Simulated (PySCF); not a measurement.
SMILES CCC[SiH2]SC, GFN2-xTB optimised geometry.

```
18

C      1.41    -0.46     0.00
C     -0.12    -0.46     0.00
C     -0.70     0.95     0.00
Si    -0.25     1.96    -1.53
S     -1.56     3.65    -1.55
C     -0.90     4.53    -2.99
H      1.79    -1.47     0.09
H      1.78     0.12     0.84
H      1.79    -0.03    -0.92
H     -0.47    -0.99     0.89
H     -0.48    -1.00    -0.88
H     -0.37     1.47     0.90
H     -1.79     0.88     0.07
H     -0.46     1.22    -2.78
H      1.12     2.50    -1.52
H     -0.99     3.90    -3.87
H      0.15     4.78    -2.82
H     -1.48     5.43    -3.11
```

Density from B3LYP/def2-SVP in PySCF at that geometry.

Minimum of the electron density along straight lines between bonded atoms, close to the bond critical point (lines longer than 1.1 times the sum of covalent radii, or with two minima, are not listed):

```csv
bond,length / Å,ρ at the minimum / e bohr⁻³,∇²ρ there / e bohr⁻⁵,position (fraction from the first atom)
C1–C2,1.522,0.247,-0.57,0.50
C2–C3,1.525,0.243,-0.54,0.50
C3–Si4,1.891,0.115,0.31,0.62
Si4–S5,2.147,?,0.15,0.36
S5–C6,1.816,?,-0.31,0.53
C1–H7,1.088,0.277,-1.02,0.62
C1–H8,1.088,0.277,-1.01,0.62
C1–H9,1.087,0.277,-1.01,0.62
C2–H10,1.094,0.277,-1.00,0.62
C2–H11,1.092,0.277,-1.01,0.62
C3–H12,1.092,0.272,-0.96,0.62
C3–H13,1.092,0.272,-0.97,0.62
Si4–H14,1.466,0.117,0.32,0.49
Si4–H15,1.465,0.117,0.33,0.49
C6–H16,1.085,0.281,-1.07,0.64
C6–H17,1.085,0.281,-1.07,0.64
C6–H18,1.085,0.281,-1.07,0.64
```

Some entries are withheld; supply them.


- Si4–S5, ρ at the minimum / e bohr⁻³: 0.094
- S5–C6, ρ at the minimum / e bohr⁻³: 0.178
